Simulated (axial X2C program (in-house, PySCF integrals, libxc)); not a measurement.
## RbRe: properties at the nuclei

Computed with an axial X2C code built on PySCF integrals: two-component X2C with atomic mean-field Coulomb and Gaunt terms, Gaussian nuclei, basis Re dyall-cv3z, Rb dyall-cv3z with contracted cores.

R = 3.689 Å (near the PBE0 minimum at charge 0 of the determinant lowest at the starting distance; the state shown can have its own minimum elsewhere).

Determinant lowest in the PBE0 search, Ω = 2 (⟨Sz⟩ = 1.94, ⟨Lz⟩ = 0.06 at PBE0), spin on the atoms Re 2.23, Rb -0.29:

```csv
level,Eeff magnitude (GV/cm),Ws magnitude Re (kHz),A∥/gI Re (MHz),qzz Re (a.u.),A∥/gI Rb (MHz),qzz Rb (a.u.),μ (D)
PBE0,4.06,1.38,7.21,-1.74,-336,-0.27,4.27
PBE50,26.6,13.2,-156,-1.14,-400,-0.18,2.38
LDA,1.24,0.305,52.7,-1.84,-294,-0.33,5.34
BP86,0.00521,0.364,79.6,-1.95,-278,-0.33,5.21
```

Eeff is the effective electric field on the electron electric dipole moment in this Ω state and Ws the scalar–pseudoscalar constant of the nucleus named (defined with the proton number Z and per Ω); A∥ (defined per Ω) follows by multiplying with gI = μI/(I μN); qzz is the electric field gradient, eQq0 = 234.96 MHz × Q/barn × qzz; μ is positive if the Rb end (last atom) is positive. The operators were transformed with the bare-nucleus X2C matrices; with these basis sets, hyperfine constants and field gradients can be off by tens of per cent, and where levels differ in sign neither size nor sign is settled.

Question: With Q(187Re) = 2.07 barn, gI(85Rb) = 0.5412, Q(85Rb) = 0.276 barn (g factors from the IAEA table of nuclear moments by Stone; Q from Pyykkö, Mol. Phys. 2018), turn the PBE0 values of the first state into constants in MHz.

Answer: eQq0(187Re) = 234.96 × (2.07) × (-1.74) = -846 MHz; A∥(85Rb) = -336 × 0.5412 = -182 MHz; eQq0(85Rb) = 234.96 × (0.276) × (-0.27) = -17.5 MHz.

Each state is one determinant with collinear spin, which with several unpaired electrons need not be a pure state. This is the top spin component of a Σ state; components of lower Ω are not single determinants and can lie lower. With several open shells hyperfine constants can be off by a factor of several. Where Eeff spreads by more than a factor of two the levels disagree and none is to be relied on. Open-shell Ω = 0 determinants with evenly filled partner blocks cannot be reached by this program, so the Ω shown need not be the lowest component. Left out as unconverged or as another state under the same occupation: HF in at least one table. At PBE50 a later determinant lies lower. States lie within half an eV, so the first need not be the ground state. The sign of Ws at Re differs between levels in the first state. Further determinants of the search, some of them spin-mixed, are not shown. Where a field gradient or hyperfine factor spreads by more than a factor of two over the levels, a constant derived from it is not to be relied on.
